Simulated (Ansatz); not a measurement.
Geometry optimisation, Ansatz, RKS B3LYP-D4/def2-SVP.

The input (input.yaml):

```yaml
crystal:
  periodic: [false, false, false]
  atoms:
    - { symbol: C, position_ang: [-1.5232, 0.6834, 1.0683] }
    - { symbol: C, position_ang: [-0.05, 0.7215, 0.9728] }
    - { symbol: C, position_ang: [0.5853, -0.5285, 1.3529] }
    - { symbol: B, position_ang: [0.6209, -0.1816, -0.217] }
    - { symbol: Sn, position_ang: [0.9465, -0.6449, -2.3642] }
    - { symbol: H, position_ang: [-1.9734, 1.5055, 0.3544] }
    - { symbol: H, position_ang: [-1.8522, 1.0018, 2.0917] }
    - { symbol: H, position_ang: [-1.9778, -0.2418, 0.7943] }
    - { symbol: H, position_ang: [0.5146, 1.6837, 1.2021] }
    - { symbol: H, position_ang: [1.6465, -0.4247, 1.7998] }
    - { symbol: H, position_ang: [-0.0383, -1.3875, 1.6709] }
    - { symbol: H, position_ang: [1.8135, -2.155, -2.456] }
    - { symbol: H, position_ang: [1.8759, 0.6662, -3.0494] }
    - { symbol: H, position_ang: [-0.6012, -0.7273, -3.1918] }
basis:
  gaussian: { orbitals: def2-SVP }
hamiltonian:
  xc: b3lyp
  dispersion: d4
relax:
  f_tol: 0.02
  max_steps: 50
```

Run as:

```bash
$ ansatz run input.yaml --threads 2 --pin off --max-ram 3072MiB --backend cpu --events-out ev --progress --plain --runs-dir out
```

Problem. Where does it end, and by what steps?

Solution. The forces met the threshold. After 7 steps the energy has fallen by 0.633 eV; H11 moved furthest, 0.16 Å.

```
step  energy less start (eV)  largest force component (eV/Å)  accepted
   0                  0.0000                           4.110       yes
   1                 -0.5141                           1.397       yes
   2                 -0.6219                           0.259       yes
   3                 -0.6293                           0.151       yes
   4                 -0.6300                           0.164       yes
   5                 -0.6319                           0.075       yes
   6                 -0.6326                           0.052       yes
   7                 -0.6331                           0.020       yes
```

```xyz
14
Properties=species:S:1:pos:R:3
C -1.580 0.779 1.046
C -0.069 0.697 0.907
C 0.694 -0.566 1.342
B 0.602 -0.202 -0.153
Sn 0.955 -0.652 -2.310
H -1.995 1.582 0.415
H -1.880 0.977 2.090
H -2.068 -0.161 0.740
H 0.451 1.636 1.142
H 1.639 -0.435 1.884
H 0.117 -1.428 1.705
H 1.806 -2.123 -2.591
H 1.862 0.620 -3.036
H -0.546 -0.752 -3.150
```

Time of the run: 17 s on 2 threads of AMD EPYC 9R45 96-Core Processor (Zen 5) (shared host), peak memory 0.35 GiB.
